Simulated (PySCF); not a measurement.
## Ions at one geometry of Tl(OH)3(NH3)

PySCF 2.14.0, RKS PBE0, Tl def2-SVP with ECP60, O def2-SVP, H def2-SVP, N def2-SVP; non-relativistic Hamiltonian with scalar-relativistic core potentials where named; density fitting; no spin-orbit coupling; singlets restricted, open shells unrestricted. The geometry is relaxed for charge 0, singlet, vacuum:

```xyz
11

Tl    0.1492   -0.2948    0.1790
O     0.5099    1.4732    1.2732
H     1.4634    1.5650    1.3945
O    -1.3893   -1.5565    0.8386
H    -1.5653   -1.3031    1.7541
O     1.5741   -0.9234   -1.2165
H     1.4311   -1.8694   -1.3489
N    -1.1840    1.2324   -1.1946
H    -0.9661    2.0938   -0.6905
H    -0.8886    1.3291   -2.1642
H    -2.1890    1.0708   -1.1668
```

Energies count from the relaxed state; an electron taken off or put on is at rest in vacuum. Charges and spins are Mulliken's.

```
                     state  energy (eV)  spin squared  charge on Tl1 (e)  spin on Tl1 (e)  dipole about the centre of mass (D)
 charge 0, singlet, vacuum         0.00          0.00               0.68             0.00                                 2.90
charge -1, doublet, vacuum         0.30          0.75               0.22             0.46                                 3.53
```

Q: What does the state charge +1, doublet, vacuum give?

A: energy (eV) 9.47, spin squared 0.79, charge on Tl1 (e) 0.86, spin on Tl1 (e) -0.11, dipole about the centre of mass (D) 2.86.

With an electron taken off (doublet) the charges change, summed by element, by Tl +0.18 e, O +0.56 e, H +0.26 e, N -0.00 e. The vertical ionisation energy is 9.47 eV, against −ε(HOMO) = 7.41 eV of the relaxed state. The level lies 2.1 eV too high, as is usual for semilocal functionals and global hybrids, which keep a self-interaction error.

With an electron put on (doublet) the charges change, summed by element, by Tl -0.46 e, O -0.16 e, H -0.44 e, N +0.06 e. The vertical electron affinity is -0.30 eV, against −ε(LUMO) = 1.65 eV of the relaxed state. The basis has no diffuse functions, which an added electron needs. The added electron's level lies above zero.

Open shells may have lower solutions than those found. Hard to converge, so the more doubtful: charge +1, doublet, vacuum.
